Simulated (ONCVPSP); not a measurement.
An all-electron radial function and its pseudo partner (C)

Columns: radius, all-electron u(r) and pseudo u(r) of the 2s shell (level -19.38 eV) of carbon in the configuration [He] 2s2 2p1.5; PBE, scalar-relativistic, ONCV scheme, ONCVPSP 4.0.1.

```json
{"r (bohr)": "0.090", "all-electron": "-0.3291", "pseudo": "0.0475"}
{"r (bohr)": "0.180", "all-electron": "-0.3420", "pseudo": "0.1010"}
{"r (bohr)": "0.270", "all-electron": "-0.2140", "pseudo": "0.1635"}
{"r (bohr)": "0.360", "all-electron": "-0.0339", "pseudo": "0.2366"}
{"r (bohr)": "0.450", "all-electron": "0.1531", "pseudo": "0.3212"}
{"r (bohr)": "0.540", "all-electron": "0.3249", "pseudo": "0.4142"}
{"r (bohr)": "0.630", "all-electron": "0.4723", "pseudo": "0.5087"}
{"r (bohr)": "0.720", "all-electron": "0.5927", "pseudo": "0.5998"}
{"r (bohr)": "0.810", "all-electron": "0.6865", "pseudo": "0.6833"}
{"r (bohr)": "0.900", "all-electron": "0.7551", "pseudo": "0.7525"}
{"r (bohr)": "0.990", "all-electron": "0.8012", "pseudo": "0.8007"}
{"r (bohr)": "1.080", "all-electron": "0.8280", "pseudo": "0.8279"}
{"r (bohr)": "1.170", "all-electron": "0.8386", "pseudo": "0.8385"}
{"r (bohr)": "1.260", "all-electron": "0.8360", "pseudo": "0.8360"}
{"r (bohr)": "1.350", "all-electron": "0.8230", "pseudo": "0.8229"}
{"r (bohr)": "1.440", "all-electron": "0.8018", "pseudo": "0.8018"}
{"r (bohr)": "1.530", "all-electron": "0.7745", "pseudo": "0.7745"}
{"r (bohr)": "1.620", "all-electron": "0.7428", "pseudo": "0.7427"}
{"r (bohr)": "1.710", "all-electron": "0.7080", "pseudo": "0.7080"}
{"r (bohr)": "1.800", "all-electron": "0.6714", "pseudo": "0.6714"}
{"r (bohr)": "1.890", "all-electron": "0.6338", "pseudo": "0.6338"}
{"r (bohr)": "1.980", "all-electron": "0.5960", "pseudo": "0.5959"}
{"r (bohr)": "2.070", "all-electron": "0.5585", "pseudo": "0.5585"}
{"r (bohr)": "2.160", "all-electron": "0.5218", "pseudo": "0.5218"}
{"r (bohr)": "2.250", "all-electron": "0.4863", "pseudo": "0.4863"}
{"r (bohr)": "2.340", "all-electron": "0.4521", "pseudo": "0.4521"}
```

Problem. How many radial nodes do the two functions have?

Solution. The all-electron 2s function has n − l − 1 = 1; the pseudo-wave has 0, since the states of the same l below it are removed with the core.

Problem. At about which radius was the pseudo-wave matched?

Solution. 1.10 bohr, where the columns begin to agree (steps of 0.09 bohr).

Problem. Where does each function peak?

Solution. Outermost all-electron maximum near 1.17 bohr, pseudo maximum near 1.17 bohr (to the table’s step).

Problem. Is the pseudo-wave norm-conserving?

Solution. Yes: the ONCV scheme keeps the norm inside the radius equal to the all-electron one, which fixes the energy derivative of the logarithmic derivative at the level.
